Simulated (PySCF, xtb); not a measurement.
2-chloroprop-1-ene (C₃H₅Cl), SMILES C(Cl)(=C)C.

GFN2-xTB in xtb at its own geometry gives an orbital gap of 4.87 eV and a dipole moment of 1.72 D.

Geometry: PBE-D3(BJ)/def2-SVP.

**Question.** What does CAM-B3LYP/def2-TZVP run with PySCF give? (The exact figures need the calculation; the answer reports its results.)

**Answer.** gap 9.60 eV (levels -8.60 and 0.99 eV), dipole 1.65 D.
